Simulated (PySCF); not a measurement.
CH₅BO₂. Atoms are numbered in the order given.

```xyz
9

B     -0.4832    -0.0654     0.8327
H     -1.2932    -0.4425     1.6505
O      0.4258     0.9099     1.1075
H      0.3408     1.2457     2.0031
O     -0.5115    -0.6536    -0.3805
C      0.3729    -0.3081    -1.4178
H      0.9530    -1.1966    -1.7127
H     -0.2061     0.0274    -2.2924
H      1.0689     0.4910    -1.1216
```

Geometry: PBE0-D3(BJ)/def2-SVP. One conformer was computed; it need not be the lowest.

Computed with PBE0/def2-TZVPD (PySCF).

The molecule is in vacuum.

The total energy comes out as -216.34288 hartree. The highest occupied level is -8.60 eV, the lowest empty level comes out as 0.04 eV and the orbital gap comes out as 8.65 eV. The dipole moment is 1.19 D and the quadrupole, principal values (traceless, Buckingham form, about the centre of nuclear charge) is -6.21, -1.54, 7.75 D·Å. The mean static polarisability is 37.3 bohr³ (5.53 Å³) and the polarisability, principal values is 30.5, 36.1, 45.5 bohr³.
